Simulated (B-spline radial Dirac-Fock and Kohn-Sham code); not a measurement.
**Kohn-Sham estimates against Dirac-Fock for the levels of Ce⁹⁺**

System: cerium as Ce⁹⁺, configuration [Kr] 4d10 5s2 5p1.

The density-functional columns are spherical, spin-unpolarised Dirac-Kohn-Sham results without Breit or QED terms: −ε is minus the orbital energy of the initial state and ΔSCF the difference of two total energies. The reference in the last column comes from relaxed Dirac-Fock hole states (ΔSCF) with Breit and QED corrections and a finite nucleus. All numbers are from a radial atomic solver, in eV; a selection of levels is shown. The Kohn-Sham columns are given as differences from the reference. For the 1s level of heavy atoms much of the gap between ΔSCF and the reference is the Breit and QED part, -156.0 eV here; for other levels the error of the functional can be larger.

| level | LDA −ε − DF | LDA ΔSCF − DF | Dirac-Fock |
| --- | --- | --- | --- |
| 1s | -266.7 | +143.9 | 40592.1 |
| 2s | -137.2 | -57.6 | 6705.4 |
| 2p1/2 | -103.3 | -4.9 | 6315.3 |
| 2p3/2 | -108.2 | -17.3 | 5874.2 |
| 3s | -71.5 | -41.2 | 1590.7 |
| 3p1/2 | -57.7 | -26.3 | 1425.7 |
| 3p3/2 | -56.9 | -26.8 | 1337.3 |
| 3d3/2 | -37.8 | -4.2 | 1052.6 |
| 3d5/2 | -38.3 | -5.1 | 1034.2 |
| 4s | -34.0 | -18.5 | 444.3 |
| 4p1/2 | -26.6 | -11.3 | 380.3 |
| 4p3/2 | -26.5 | -11.7 | 360.9 |
| 4d3/2 | -13.4 | +0.8 | 254.3 |
| 4d5/2 | -13.4 | +0.6 | 250.9 |
| 5s | -4.5 | +3.7 | 157.5 |
| 5p | -6.0 | +1.5 | 137.2 |

Values without a named source are computed, but for edge energies of neutral atoms, which are taken from tables.
